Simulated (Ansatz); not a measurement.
Level of theory: frozen-core CCSD(T)/cc-pVTZ // PBE0-D4/def2-TZVP (Ansatz, a quantum-chemistry and plane-wave program).

Ansatz 0.2 input:
```yaml
crystal:
  periodic: [false, false, false]
  atoms:
    - { symbol: O, position_ang: [0.82798, -0.589494, -0.004269] }
    - { symbol: B, position_ang: [-0.383797, -0.005075, 0.001393] }
    - { symbol: F, position_ang: [-1.465414, -0.75652, 0.00379] }
    - { symbol: F, position_ang: [-0.533927, 1.313822, 0.004715] }
    - { symbol: H, position_ang: [1.555159, 0.037266, -0.00563] }
basis:
  gaussian: { orbitals: cc-pVTZ }
correlation:
  method: ccsd_t
```

Output:

```
Functional definition: HF
830 factors; integrals over basis functions are off by at most 1.5e-3 eV
mean field evaluation 1: about -8142.1280 eV, gradient 4.2e1 eV
mean field evaluation 2: about -8142.1302 eV, gradient 4.2e1 eV
mean field evaluation 4: about -8144.8808 eV, gradient 2.1e0 eV
mean field evaluation 8: about -8144.8954 eV, gradient 7.8e-5 eV
mean field evaluation 16: about -8144.8917 eV, gradient 1.8e-1 eV
mean field -8144.89539596 eV, -299.3193849933 hartree, gradient 1.1e-6 eV, S^2 0.000000; 0 other end points of the search recorded, 0 dependent functions left out
4 core orbitals not correlated
reference -8144.89539596 eV, -299.3193849933 hartree; 12, 12 occupied and 118, 118 virtual orbitals, 830 factors
second order -22.65010166 eV of doubles, -0.00000000 eV of singles
cycle   1  -22.25283114 eV  change    4.0e-1 eV  update   8.6e-2
cycle   2  -22.66397685 eV  change   -4.1e-1 eV  update   2.3e-2
cycle   3  -22.75524101 eV  change   -9.1e-2 eV  update   1.2e-2
cycle   4  -22.73733100 eV  change    1.8e-2 eV  update   2.3e-3
cycle   5  -22.73581775 eV  change    1.5e-3 eV  update   9.1e-4
cycle   6  -22.73639300 eV  change   -5.8e-4 eV  update   2.5e-4
cycle   7  -22.73621169 eV  change    1.8e-4 eV  update   7.1e-5
cycle   8  -22.73616528 eV  change    4.6e-5 eV  update   2.3e-5
cycle   9  -22.73616992 eV  change   -4.6e-6 eV  update   8.8e-6
perturbative correction -0.70428868 eV, -0.0258821317 hartree
Total energy: -8168.33585456 eV, -300.1808059582 hartree
```

Cost: about 22 core-seconds (a rough figure).
